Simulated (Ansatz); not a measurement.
The cluster Ag₄F₃⁺, relaxed as a singlet with RKS r2SCAN-D4/def2-SVP in Ansatz, starting from the GFN2-xTB geometry. Force threshold 0.02 eV/Å.

In the def2 sets Ag takes a core potential; there is no spin–orbit coupling. The relaxation made no stability test and no search for a lower SCF solution. No other spin state of charge 1 was run. Another isomer (singlet) lies 0.43 eV lower at PBE0-D4/def2-TZVP; other spin states weren't run for this one.

Start:

| atom | x (Å) | y (Å) | z (Å) |
| --- | --- | --- | --- |
| Ag1 | 0.105 | 0.351 | 0.266 |
| Ag2 | -1.338 | -2.594 | 0.460 |
| Ag3 | -1.160 | -0.855 | -2.485 |
| Ag4 | 2.706 | 3.427 | 1.909 |
| F5 | 1.402 | 1.960 | 1.142 |
| F6 | -2.002 | -0.523 | -0.345 |
| F7 | 0.287 | -1.765 | -0.946 |

Task: Estimate the energy that the relaxation releases and the steps that it takes.

Result: 6.5 kcal/mol, in 9 steps; 40 s on 4 threads of Arm Neoverse V1 on a shared host. The force fell under the threshold at step 6, but the optimiser went on. No frequencies were taken in this run, so the end may be a saddle point.

Task: Does the start keep its bonding?

Result: By distances, no bond broke or formed. The bond that changes most is Ag1–F6, from 2.36 to 2.13 Å (atoms count from 1).

Task: Predict the relaxed structure.

Result: 
| atom | x (Å) | y (Å) | z (Å) |
| --- | --- | --- | --- |
| Ag1 | -0.3223 | 0.5699 | 0.3035 |
| Ag2 | -1.0370 | -2.3749 | 0.5262 |
| Ag3 | -0.9368 | -0.7937 | -2.3405 |
| Ag4 | 2.6844 | 3.0077 | 1.7506 |
| F5 | 1.2212 | 1.7568 | 1.0086 |
| F6 | -2.0532 | -0.4950 | -0.3434 |
| F7 | 0.4436 | -1.6708 | -0.9049 |
Bond lengths (bridged metal pairs left out): 7 × Ag–F 2.06 to 2.31 Å.
